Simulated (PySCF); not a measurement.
Dipole moment (D) of eight silicon and germanium compounds: PBE beside HF, computed with PySCF for isolated molecules in the bases named; differences from unrounded values. The eight are the first of their class met in an unordered collection, after screening for sound electronic states; none was chosen by its value, except that the dipole had to exceed 0.05 D. Each molecule has one DFT geometry for both levels.

```
molecule                                                              basis    HF   PBE  difference
----------------------------------------------------------------  ---------  ----  ----  ----------
C3H5ClSi, SMILES C#C[Si@@H](C)Cl                                  def2-TZVP  2.13  1.91       -0.22
CH₇F₂NSi₂, SMILES C[Si](F)(F)[SiH2]N                              def2-TZVP  2.60  2.44       -0.16
dihydroxy(hydroxysilyl)silane (H6O3Si2), SMILES O[SiH2][SiH](O)O  def2-TZVP  1.46  1.20       -0.26
C2H6OSi2, SMILES O[Si@@H]1C=C[SiH2]1                              def2-TZVP  1.60  1.47       -0.13
C₂H₆F₂Ge, SMILES [CH3][Ge]([CH3])([F])[F]                         def2-TZVP  3.70  3.31       -0.39
CH5FO2Si2, SMILES F[Si@@H]1O[SiH2]CO1                             def2-TZVP  2.54  2.09       -0.45
C2H5ClOSi2, SMILES O[SiH2]C#C[SiH2]Cl                             def2-TZVP  0.18  0.18        0.00
C3H8OSi2, SMILES [SiH3][C@H]1OC=C[SiH2]1                          def2-TZVP  0.58  0.46       -0.12
```

PBE lies below HF in 7 and above it in 0 of the eight; the mean signed difference is -0.22 and the largest -0.45 D.
